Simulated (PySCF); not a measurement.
# Excitation energy of Cl²⁺ by level of theory

Cl²⁺ [Ne] 3s2 3p3 (4S) → Cl²⁺ [Ne] 3s1 3p3 3d1 (6D), as a difference of total energies. Calculation: PySCF 2.14, in aug-cc-pwCVQZ (10s9p7d5f3g, 134 functions); the non-relativistic Hamiltonian (point nucleus). Correlated levels: valence: [Ne] frozen; valence and next inner shell: 1s2 frozen; nothing frozen. The calculations carry no spin-orbit coupling.

```json
{"method": "UHF", "excitation energy (eV)": "23.723"}
{"method": "LDA", "excitation energy (eV)": "26.091"}
{"method": "PBE", "excitation energy (eV)": "25.835"}
{"method": "PBE0", "excitation energy (eV)": "25.688"}
{"method": "r2SCAN", "excitation energy (eV)": "25.092"}
{"method": "BHandHLYP", "excitation energy (eV)": "26.341"}
{"method": "TPSS", "excitation energy (eV)": "25.805"}
{"method": "M06-2X", "excitation energy (eV)": "26.530"}
{"method": "MP2 (valence)", "excitation energy (eV)": "25.641"}
{"method": "SCS-MP2 (valence)", "excitation energy (eV)": "26.196"}
{"method": "MP2 (valence and next inner shell)", "excitation energy (eV)": "25.880"}
{"method": "SCS-MP2 (valence and next inner shell)", "excitation energy (eV)": "26.375"}
{"method": "MP2 (all electrons)", "excitation energy (eV)": "25.875"}
{"method": "SCS-MP2 (all electrons)", "excitation energy (eV)": "26.372"}
```

How much does correlation contribute at MP2 (all electrons)?

25.875 − (23.723) = 2.152 eV, measured against UHF.

The promoted electron is Rydberg-like, and one or two diffuse shells describe it only roughly, which tends to raise the upper state.
